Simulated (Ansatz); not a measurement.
```yaml
crystal:
  periodic: [false, false, false]
  atoms:
    - {symbol: O, position_ang: [-1.545075, -0.180829, 0.292940]}
    - {symbol: Ge, position_ang: [-0.013937, 0.504678, -0.292040]}
    - {symbol: S, position_ang: [1.646376, -0.945563, -0.039245]}
    - {symbol: H, position_ang: [-1.715530, -1.052850, -0.071780]}
    - {symbol: H, position_ang: [-0.064406, 0.780816, -1.803325]}
    - {symbol: H, position_ang: [0.174189, 1.758133, 0.565436]}
    - {symbol: H, position_ang: [1.579484, -0.932484, 1.302413]}
basis:
  gaussian: {orbitals: "6-311G**"}
magnetization: {spin_polarized: true, initial_magnetization: 2}
hamiltonian: {xc: {name: revPBE0}, dispersion: d4}
```

```sh
$ ansatz run in.yaml --threads 2 --pin off --events-out ev --progress --plain --max-ram 4352MiB
```

(1) How does Ansatz answer? (An estimate is asked.)

Results:

(1) Computed: The program refused the input.
```
Error: <dir> can't be read: No such file or directory (os error 2)
```
